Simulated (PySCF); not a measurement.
# One molecule, several mistakes: BH7NSi anion

These are calculations, not measurements. The program is PySCF 2.14.0, an open-source quantum chemistry code, run on an isolated molecule that a program drew, which may never have been made. The molecule is BH7NSi anion (charge -1, singlet), drawn as the SMILES string `[BH3-][SiH2]N`.

Each row is a Hartree-Fock (HF) and frozen-core CCSD(T) single point in the aug-cc-pV(D+d)Z basis, meant for a local HF minimum. Run 1 is clean. Each other run has one planted mistake out of seven kinds, and not every kind appears here: one electron removed, one electron added, multiplicity raised by two, geometry at a saddle point, minimal basis STO-3G, one bond length entered in bohr, all coordinates scaled. The reference is restricted for singlets and unrestricted otherwise, and also for a bond in bohr. Adding or removing an electron swaps singlet and doublet. Electrons count all cores. HOMO and LUMO are orbital energies over both spins, the gradient is its largest component, and the lowest frequency (negative if imaginary) is given only where the gradient is small. Bond lengths are over the 9 bonds as drawn. T1 is the CCSD diagnostic: over 0.02 (restricted) or 0.045 (unrestricted) a single reference is doubtful.

Geometry of the clean run:
```xyz
10
BH7NSi anion, angstrom
B     0.7750   -2.5390   -0.3981
Si    0.1833   -2.3537    1.5384
N     0.1625   -0.6557    2.0981
H     0.8044   -3.7413   -0.6966
H     1.9139   -2.0482   -0.4861
H    -0.0152   -1.9265   -1.1287
H    -1.1957   -2.8550    1.9080
H     1.0289   -3.1238    2.5427
H     0.1845   -0.4847    3.0848
H     0.8484   -0.0755    1.6544
```

```
run,electrons,basis functions,<S^2>,HOMO (eV),LUMO (eV),gradient (hartree/bohr),lowest frequency (cm^-1),mean bond (Å),longest bond (Å),T1,HF (hartree),CCSD(T) (hartree),mistake
1,34,141,0.000,-4.41,3.77,3.3e-05,140,1.3979,2.033,0.0124,-372.17141,-372.66636,no fault
2,34,141,2.007,0.78,1.45,1.1e-01,-,1.3979,2.033,0.0316,-372.03222,-372.50480,multiplicity raised by two
3,34,26,0.000,-1.43,19.39,3.7e-02,-,1.3979,2.033,0.0063,-367.68166,-367.85374,minimal basis STO-3G
4,34,141,0.000,-4.37,3.77,1.3e-02,-,1.3797,2.007,0.0123,-372.17012,-372.66371,all coordinates scaled
5,34,141,0.166,-2.70,3.65,2.9e-02,-,1.5208,2.349,0.0372,-372.08099,-372.57737,one bond length entered in bohr
6,33,141,0.757,-11.09,-1.60,9.4e-02,-,1.3979,2.033,0.0138,-372.06344,-372.52516,?
```

**Which mistake was planted in run 6, and what did it cost?**

It counts 33 electrons, one fewer than the clean run, at the same geometry and basis. So the mistake is: one electron removed. Subtracting run 1 and multiplying by 627.51 kcal/mol a hartree, the energy moved by 67.8 kcal/mol in HF and 88.6 kcal/mol in CCSD(T).

Cautions from the logs. Run 2: the HOMO is above zero, so the electron isn't bound and the energy depends on the basis.
